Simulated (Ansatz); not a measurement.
Computed with Ansatz on PBE0-D4/def2-TZVP structures; ΔE is electronic, products minus reactants. CCSD(T)/CBS adds triple-zeta CCSD(T) − MP2 to the extrapolated MP2 energy (def2 sets, frozen cores). Functionals use def2-TZVPP. def2 core potentials past Kr. For Se, Te outer-core shells are correlated without core-valence functions, which leaves a few kJ/mol of doubt a bond. Scalar relativity is left out up to krypton. One conformer a species, not always the lowest.

Reaction (cleavage of the Si–Si bond): `[SiH3][SiH2][TeH]` + `ClB[SeH]` → `[SiH3][Se]BCl` + `[SiH3][TeH]`

**Question.** Is it downhill or uphill in electronic energy at CCSD(T)/CBS, and by how much? (Estimate.)

**Answer.** The calculation gave: Downhill: ΔE = -51.1 kJ/mol.

**Question.** What do these levels give: PBE-D4, r2SCAN, PBE0, MP2/def2-TZVPP, SCS-MP2/def2-TZVPP, CCSD/def2-TZVPP? (Best estimate.)

**Answer.** The calculation gave: PBE-D4 -39.0, r2SCAN -46.8, PBE0 -43.8, MP2/def2-TZVPP -58.2, SCS-MP2/def2-TZVPP -57.7, CCSD/def2-TZVPP -49.9 kJ/mol.

Largest T1 diagnostic among the species: 0.012.

From PBE to PBE0 (25 % exact exchange), in def2-TZVPP and without D4, ΔE moves by −4.3 kJ/mol.
